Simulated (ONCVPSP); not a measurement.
## Transferability test, ONCV potential for gallium

- Element: gallium
- Generator: ONCVPSP 4.0.1
- Type: optimised norm-conserving Vanderbilt (ONCV)
- Functional: LDA (Perdew-Wang 92)
- Relativity: scalar-relativistic
- Frozen core: [Ar] 3d10
- Valence charge: 3
- Reference configuration: 4s1.5 4p1.5
- Partial waves: 4s: rc 1.70 bohr, ncon 4, nbas 8, qcut 3.7 1/bohr, 1 projector; 4p: rc 2.35 bohr, ncon 5, nbas 8, qcut 3.9 1/bohr, 2 projectors, debl 2.6 Ha
- Local potential: polynomial inside 1.45 bohr (lpopt 5, dvloc0 4 Ha)
- Core correction: none

Energies are relative to the spin-unpolarised reference configuration 4s1.5 4p1.5; without spin polarisation the order of configurations can differ from experiment.

| valence configuration | charge | ΔE all-electron (eV) | error AE − PS (meV) |
| --- | --- | --- | --- |
| 4s2 4p1 | 0 | -3.264 | +4.3 |
| 4s2 4p0 | +1 | 2.619 | +14 |
| 4s1 4p0 | +2 | 24.117 | +109 |

Question: What are ΔE and the potential's error for 4s1 4p2?

Answer: ΔE = 3.350 eV all-electron; the error (AE − PS) is +4.5 meV.
